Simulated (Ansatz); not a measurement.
Total energies of CH3F3Ti, SMILES `[CH3][Ti]([F])([F])[F]`.

Z-matrix (Å, degrees):
```
C
Ti 1 2.036
H 1 1.094 2 109.1
H 1 1.094 2 109.1 3 120.0
H 1 1.094 2 109.1 3 -120.0
F 2 1.750 1 105.8 3 179.9
F 2 1.750 1 105.8 3 -60.1
F 2 1.750 1 105.8 3 59.9
```

The species carries charge 0 and has multiplicity 1. Correlated methods include outer-core shells of Ti, which these sets cover unevenly. Scalar relativity is left out up to krypton. Geometry: relaxed with PBE0-D4/def2-TZVP. Basis def2-TZVPP, Ansatz 0.2.0.

RPA on PBE orbitals: Hartree–Fock energy of these orbitals -1186.57468 Eh, correlation -2.09431 Eh (frozen core).

| functional | energy without D4 (Eh) | D4 term (kJ/mol) |
| --- | --- | --- |
| LDA (SPW92) | -1184.99372 | – |
| PBE | -1188.74776 | -13.2 |
| revPBE | -1189.09053 | -37.9 |
| r2SCAN | -1189.12918 | -3.2 |
| B97M-V | -1188.97523 | – |
| PBE0 | -1188.74824 | -11.1 |
| B3LYP | -1189.31428 | -21.3 |
| r2SCAN0 | -1189.03662 | -3.7 |
| BHLYP | -1189.10539 | -16.6 |
| CAM-B3LYP | -1189.23192 | -11.3 |
| LC-ωPBE | -1188.91846 | – |
| ωB97X-V | -1189.04668 | – |
| ωB97M-V | -1189.12762 | – |
| B2PLYP | -1188.93381 | – |

(1) Give the same for BLYP, r2SCANh, HSE06 (plane-wave form), PBE-QIDH. (Best estimate.)

B3LYP takes the VWN-RPA correlation (the form of Gaussian; ORCA's B3LYP/G). HSE06 is the plane-wave form, built on full-range PBE exchange. The double hybrids freeze the cores in their second-order part.

Answers

(1) Ansatz gave: 
```
             functional  energy without D4 (Eh)  D4 term (kJ/mol)
                   BLYP             -1189.29768             -28.7
                r2SCANh             -1189.09084              -3.4
HSE06 (plane-wave form)             -1188.72557             -10.4
               PBE-QIDH             -1188.58946                 –
```

LC-ωPBE has ω = 0.4 bohr⁻¹.
